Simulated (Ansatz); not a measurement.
H$_{6}$B$_{3}$N, SMILES `BN(B)B` with one electron removed (charge 1, multiplicity 2), frozen-core CCSD(T)/cc-pVTZ // B3LYP-D3(BJ)/def2-TZVP run with Ansatz (an electronic-structure program). The run hit its time limit unfinished.

Ansatz 0.2 input:
```yaml
crystal:
  periodic: [false, false, false]
  atoms:
    - { symbol: B, position_ang: [1.180114, -0.785942, -0.274639] }
    - { symbol: N, position_ang: [0.000028, -0.000009, 0.000026] }
    - { symbol: B, position_ang: [-1.24006, -0.65535, 0.344195] }
    - { symbol: B, position_ang: [0.059985, 1.441279, -0.069522] }
    - { symbol: H, position_ang: [2.194128, -0.232498, -0.557269] }
    - { symbol: H, position_ang: [1.115763, -1.9719, -0.213264] }
    - { symbol: H, position_ang: [-2.203988, 0.004783, 0.566636] }
    - { symbol: H, position_ang: [-1.274175, -1.842893, 0.398751] }
    - { symbol: H, position_ang: [1.08821, 1.967168, -0.353397] }
    - { symbol: H, position_ang: [-0.920001, 2.075361, 0.158482] }
basis:
  gaussian: { orbitals: cc-pVTZ }
correlation:
  method: ccsd_t
total_charge: 1
magnetization:
  spin_polarized: true
  initial_magnetization: 1
```

The last lines of the output:

```
mean field evaluation 96: about -3581.9745 eV, gradient 9.3e0 eV
mean field evaluation 128: about -3583.0471 eV, gradient 5.9e0 eV
mean field evaluation 160: about -3582.5766 eV, gradient 3.9e-1 eV
mean field evaluation 192: about -3582.5755 eV, gradient 5.2e-2 eV
mean field evaluation 224: about -3582.5750 eV, gradient 8.7e-3 eV
mean field evaluation 256: about -3583.9688 eV, gradient 9.9e-4 eV
mean field evaluation 288: about -3582.5757 eV, gradient 1.6e-3 eV
mean field evaluation 320: about -3582.5728 eV, gradient 1.4e-3 eV
mean field evaluation 352: about -3578.5369 eV, gradient 7.1e0 eV
mean field evaluation 384: about -3575.9383 eV, gradient 2.5e0 eV
mean field evaluation 416: about -3582.5793 eV, gradient 6.3e-1 eV
mean field evaluation 448: about -3582.5799 eV, gradient 6.8e-2 eV
mean field -3583.96883013 eV, -131.7084252059 hartree, gradient 1.9e-6 eV, S^2 0.755632; 21 other end points of the search recorded, 0 dependent functions left out
determinant -3583.96883013 eV, -131.7084252059 hartree, with singles and doubles -3597.70774620 eV, -132.2133210590 hartree
determinant -3583.14941123 eV, -131.6783121169 hartree, with singles and doubles -3597.79684111 eV, -132.2165952364 hartree
determinant -3583.14932681 eV, -131.6783090143 hartree, with singles and doubles -3597.79677950 eV, -132.2165929724 hartree
determinant -3582.64425111 eV, -131.6597478248 hartree, with singles and doubles -3597.86170051 eV, -132.2189787753 hartree
determinant -3582.57567970 eV, -131.6572278720 hartree, with singles and doubles -3597.30407804 eV, -132.1984865278 hartree
determinant -3582.57566569 eV, -131.6572273570 hartree, with singles and doubles -3597.30405858 eV, -132.1984858127 hartree
determinant -3582.57279261 eV, -131.6571217735 hartree, with singles and doubles -3597.30479394 eV, -132.1985128364 hartree
determinant -3583.96883013 eV, -131.7084252059 hartree, with singles and doubles -3597.42603650 eV, -132.2029684183 hartree
determinant -3583.14941123 eV, -131.6783121169 hartree, with singles and doubles -3597.54201399 eV, -132.2072305124 hartree
determinant -3583.14932681 eV, -131.6783090143 hartree, with singles and doubles -3597.54195236 eV, -132.2072282479 hartree
determinant -3582.64425111 eV, -131.6597478248 hartree, with singles and doubles -3597.58737939 eV, -132.2088976602 hartree
determinant -3583.96883013 eV, -131.7084252059 hartree, with singles and doubles -3597.42628690 eV, -132.2029776203 hartree
```
